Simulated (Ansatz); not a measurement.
Conformers of C2H5FSn (SMILES C=[CH][SnH2][F]), B3LYP-D3(BJ)/def2-TZVP minima from an xTB search, which can miss the lowest.
Conformer 1 (charge 0, multiplicity 1, Z-matrix in Å and degrees):
```
C
C 1 1.3281
H 2 1.0842 1 122.06
H 1 1.0856 2 120.08 3 180.00
H 2 1.0859 3 116.39 1 -179.99
Sn 1 2.1281 4 119.31 2 -179.99
F 6 1.9462 1 101.70 4 -179.95
H 6 1.7099 7 104.78 3 -120.59
H 6 1.7099 8 112.73 7 113.37
```
Conformer 2 (charge 0, multiplicity 1, Z-matrix in Å and degrees):
```
C
C 1 1.3287
H 1 1.0852 2 119.65
H 2 1.0852 1 122.53 3 179.70
H 2 1.0860 4 115.63 1 179.73
Sn 1 2.1266 3 118.56 2 -179.90
F 6 1.9456 1 105.91 3 -64.88
H 6 1.7082 7 103.22 1 -121.59
H 6 1.7094 8 114.69 7 113.86
```

Cores are frozen in the correlated methods. Filled d and f shells under p-block atoms count as core. MP2 and its Hartree–Fock in def2-QZVPP are density fitted.

Codes used: Ansatz (an electronic-structure program). Values without a source in brackets are computed. In def2 rows elements past Kr take small-core potentials, without spin–orbit coupling.

The energy of conformer 2 above conformer 1 is E(conformer 2) − E(conformer 1). Total energies (hartree):

| level | conformer 2 | conformer 1 |
|---|---|---|
| HF/def2-TZVPP | -391.4991166 | -391.4989616 |
| MP2/def2-TZVPP | -392.1867855 | -392.1866757 |
| HF/def2-QZVPP | -391.5099512 | -391.5096719 |
| MP2/def2-QZVPP | -392.2515118 | -392.2513497 |
| CCSD(T)/def2-TZVPP | -392.2457037 | -392.2457824 |

Work out the energy of conformer 2 above conformer 1 at the basis-set limit: extrapolate the MP2 correlation part as X⁻³, take Hartree–Fock from the larger set, and add the CCSD(T) − MP2 difference of def2-TZVPP.


1. Differences (1 hartree = 627.509 kcal/mol): HF/def2-TZVPP -0.097; MP2/def2-TZVPP -0.069; HF/def2-QZVPP -0.175; MP2/def2-QZVPP -0.102; CCSD(T)/def2-TZVPP 0.049.
2. Correlation parts, MP2 less HF: 0.028 in def2-TZVPP (X = 3), 0.074 in def2-QZVPP (X = 4).
3. Limit (4³·(0.074) − 3³·(0.028))/(4³ − 3³) = 0.106; with HF/def2-QZVPP it gives -0.069.
4. CCSD(T) less MP2 in def2-TZVPP: 0.118.
Result: 0.05 kcal/mol, against -0.07 at MP2/def2-TZVPP. It is an estimate of this method's limit, not of the exact value.
